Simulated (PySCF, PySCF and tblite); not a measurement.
A run on one conformer of C9H10, numbered as in [CH2:1]=[C:2]([CH3:3])[c:4]1[cH:5][cH:6][cH:7][cH:8][cH:9]1, from an ensemble study. The sound level was PBE0/pcSseg-1 (IEF-PCM, chloroform) on GFN2-xTB geometries.

Input:

```
{"job": {"xc": "PBE0", "basis": "pcSseg-1", "solvent": "dichloromethane", "scf": {"max_cycle": 71}, "kind": "nmr", "pop": false}, "charge": 1, "multiplicity": 1}
C     -2.083163    -0.438692    -1.324031
C     -1.470813    -0.140384    -0.183130
C     -2.243739     0.106790     1.080245
C     -0.004728    -0.022837    -0.101878
C      0.598455     0.931030     0.715740
C      1.975387     1.037113     0.782421
C      2.778502     0.186086     0.042771
C      2.192597    -0.772753    -0.766515
C      0.816391    -0.875724    -0.838170
H     -1.543784    -0.579868    -2.244679
H     -3.154872    -0.529381    -1.381894
H     -1.766583    -0.388921     1.923828
H     -3.262810    -0.258784     0.982019
H     -2.287320     1.173946     1.297046
H     -0.011851     1.610439     1.291659
H      2.424296     1.788234     1.416555
H      3.854051     0.267143     0.099627
H      2.812178    -1.445584    -1.341832
H      0.368002    -1.638604    -1.457244
```

Command: OMP_NUM_THREADS=1 python ens_run.py task.json out

Output:

```
RuntimeError: Electron number 63 and spin 0 are not consistent
Note mol.spin = 2S = Nalpha - Nbeta, not 2S+1
```

Question: What is wrong with this calculation?

Answer: The setting at fault: wrong charge. (The solvent model also differs from the sound level's.) The input was rejected before any iteration.
